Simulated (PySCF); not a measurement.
A structure optimised at PBE0-D3(BJ)/def2-SVP, used in a PySCF frequency run:

```xyz
20

C     -2.6040     0.0000     0.0000
C     -1.2628     0.0000     0.0000
C     -0.3902    -1.2010     0.0000
C     -0.8047    -2.4766     0.0000
C      1.0216    -0.7423     0.0000
C      2.1067    -1.5306     0.0000
C      1.0216     0.7423     0.0000
C      2.1067     1.5306     0.0000
C     -0.3902     1.2010     0.0000
C     -0.8047     2.4766     0.0000
H     -3.1755    -0.9305     0.0000
H     -3.1755     0.9305     0.0000
H     -0.0963    -3.3076     0.0000
H     -1.8662    -2.7325     0.0000
H      3.1159    -1.1137     0.0000
H      2.0221    -2.6193     0.0000
H      2.0221     2.6193     0.0000
H      3.1159     1.1137     0.0000
H     -1.8662     2.7325     0.0000
H     -0.0963     3.3076     0.0000
```
Charge 0, spin multiplicity 1.

**Question.** Write its SMILES, formula and point group.

**Answer.** C=C1C(=C)C(=C)C(=C)C1=C, C₁₀H₁₀, D5h

**Question.** What are its rotational constants (standard atomic weights)?

**Answer.** 1.6479, 1.6479, 0.82394 GHz
